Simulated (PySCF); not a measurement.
## Bromine: a sound run and one with changed settings

Sound run: Br²⁺ [Ar] 3d10 4s2 4p3, Br³⁺ [Ar] 3d10 4s2 4p2. All numbers are calculated (PySCF 2.14, no relativity, point nucleus, in 6-31G*). In the sound run the correlated levels freeze [Ar] 3d10. The sound run starts from symmetry-adapted Hartree-Fock orbitals and uses a fine grid where one is needed.

Changed run: a valence shell is frozen. This setting is unsound on purpose.

| species | method | sound run (hartree) | changed run (hartree) | converged |
| --- | --- | --- | --- | --- |
| Br²⁺ | MP2 | -2571.00383 | -2570.95960 | yes |
| Br²⁺ | CCSD(T) | -2571.01969 | -2570.96416 | yes |
| Br³⁺ | MP2 | -2569.71421 | -2569.67321 | yes |
| Br³⁺ | CCSD(T) | -2569.73225 | -2569.67510 | yes |

Ionisation energy of Br²⁺:

| method | sound run (eV) | changed run (eV) |
| --- | --- | --- |
| UHF | 34.749 | 34.749 |
| MP2 | 35.092 | 35.004 |
| SCS-MP2 | 34.970 | 34.834 |
| CCSD | 35.032 | 35.077 |
| CCSD(T) | 35.033 | 35.077 |

Freezing a valence shell removes pair correlation that changes on ionisation.

For comparison, NIST gives 34.871 ± 0.019 eV between the lowest levels.
